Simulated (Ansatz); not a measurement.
Molecule: sum formula VO₂Cl (charge -1, doublet). The spin state was set by rule; other spins were not relaxed. 
Coordinates optimised at B3LYP-D3(BJ)/def2-TZVP (Ansatz, a first-principles code):
```
V
O 1 1.6361
O 1 1.6361 2 117.37
Cl 1 2.3001 2 121.31 3 180.00
```
Charge -1, spin multiplicity 2.

Question: Give the harmonic wavenumbers at B3LYP-D3(BJ)/def2-TZVP (Ansatz, finite differences of forces, unscaled).

Answer: 117, 163, 270, 403, 972, 979 cm⁻¹. Zero-point energy 4.2 kcal/mol.

Question: From these and the geometry, give the ideal-gas thermochemistry at 298.15 K and 1 atm (rigid rotor, harmonic oscillator).

Answer: Point group C2v, rotational symmetry number 2. Rotational constants 8.084, 2.721, 2.036 GHz. S(trans) 40.22, S(rot) 25.00, S(vib) 8.42, S(elec, spin only) 1.38, S 75.0 cal/(mol K). H(298) - H(0) 3.73 kcal/mol; G - E(el) -14.5 kcal/mol.
